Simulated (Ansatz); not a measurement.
The same ligand exchange along the group B, Al, In.

Computed with Ansatz on PBE0-D4/def2-TZVP structures; ΔE is electronic, products minus reactants. CBS: MP2 limit from def2 TZ/QZ plus the TZ coupled-cluster correction, frozen cores. This one scheme is used for every species. DFT in def2-TZVPP. Elements past krypton have def2 core potentials. For In outer-core shells are correlated without core-valence functions, which leaves a few kJ/mol of doubt a bond. One conformer a species, not always the lowest.

```json
{"reaction": "`SB(S)Cl` + H–F → `FB(S)S` + HCl", "CCSD(T)/CBS(def2) (kJ/mol)": "-38"}
{"reaction": "`[SH][Al]([SH])[Cl]` + H–F → `[F][Al]([SH])[SH]` + HCl", "CCSD(T)/CBS(def2) (kJ/mol)": "?"}
{"reaction": "`[SH][In]([SH])[Cl]` + H–F → `[F][In]([SH])[SH]` + HCl", "CCSD(T)/CBS(def2) (kJ/mol)": "60"}
```

**Question.** Fill in the missing values. (An estimate is asked.)

**Answer.** Computed: `[SH][Al]([SH])[Cl]` + H–F → `[F][Al]([SH])[SH]` + HCl: -16.9 kJ/mol.

Largest T1 diagnostic: 0.015, for `[F][In]([SH])[SH]`.
